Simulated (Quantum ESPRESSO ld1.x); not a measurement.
One sound ld1.x (Quantum ESPRESSO 7.5) input for the lead ion Pb3+ gives E = -20921.00 hartree in 31 iterations:

```
 &input
    zed=82.0,
    iswitch=1,
    rel=2,
    dft='PBESOL',
    config='[Xe] 4f14 5d10 6s1',
    lsmall=.true.,
    prefix='ld1',
    max_out_wfc=37,
    file_charge='ld1.rho',
 /
```

Changed or added lines, one case at a time, and what came of them:

- iswitch=5: refused. The program stops in ld1_readin with "wrong iswitch": iswitch takes 1 to 4.
- config='[Xe] 4f14 5d10 6s1 2d1': refused. The program stops in el_config with "main/angular quantum number mismatch": l must be smaller than n.
- config='[Xe] 4f14 5d10 6s1 1s1': refused. The program stops in el_config with "occupation wrong": the bracketed core already holds 1s.
- dft='B3LPY': silently wrong. The misspelt name is read as B3LYP (index line 7 12 9 7), and as for B3LYP no exact exchange is computed, so the numbers are not those of the hybrid.
- cau_fact=51.78: crashed. The program stops in dirsol with "no classical turning point found": with c below Z the Dirac equation of a point nucleus has no 1s solution.
- config='[Xe] 4f14 5d10 6s1 7s3': refused. The program stops in el_config with "wrong occupancy:3": an s shell holds at most 2 electrons.
- config='[Yb] 4f14 5d10 6s1': refused. The program stops in el_config with "wrong core: Yb": the cores known are He, Ne, Ar, Kr, Xe, Hg and Rn.
